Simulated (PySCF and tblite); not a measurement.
The numbers below are computed, except where a source is named.
5 regioisomers of C7H6FN:

| isomer | SMILES |
| --- | --- |
| A | [CH2:1]=[CH:2][c:3]1[cH:4][cH:5][cH:6][n:7][c:8]1[F:9] |
| B | [CH2:1]=[CH:2][c:3]1[cH:4][cH:5][n:6][c:7]([F:8])[cH:9]1 |
| C | [CH2:1]=[CH:2][c:3]1[cH:4][c:5]([F:6])[cH:7][cH:8][n:9]1 |
| D | [CH2:1]=[CH:2][c:3]1[cH:4][n:5][cH:6][c:7]([F:8])[cH:9]1 |
| E | [CH2:1]=[CH:2][c:3]1[cH:4][cH:5][c:6]([F:7])[n:8][cH:9]1 |

Each isomer is a Boltzmann average at 298.15 K over at most 3 conformers: GFN2-xTB geometries, energies B3LYP/def2-SVP (IEF-PCM, dichloromethane) (D3(BJ) added where defined), GFN2-xTB thermal terms. Programs: PySCF with density fitting and tblite.

Question: Rank the isomers by free energy at 298.15 K.

Answer: 
| isomer | ΔG (kcal/mol) | ΔE, lowest conformer | conformers | largest weight % | rms dipole (D) |
| --- | --- | --- | --- | --- | --- |
| B | 0.0 | 0.0 | 2 | 55 | 4.47 |
| A | 0.3 | 0.4 | 2 | 75 | 3.93 |
| E | 0.6 | 0.3 | 2 | 66 | 3.92 |
| C | 4.2 | 3.8 | 2 | 78 | 0.68 |
| D | 7.5 | 7.5 | 2 | 66 | 2.68 |
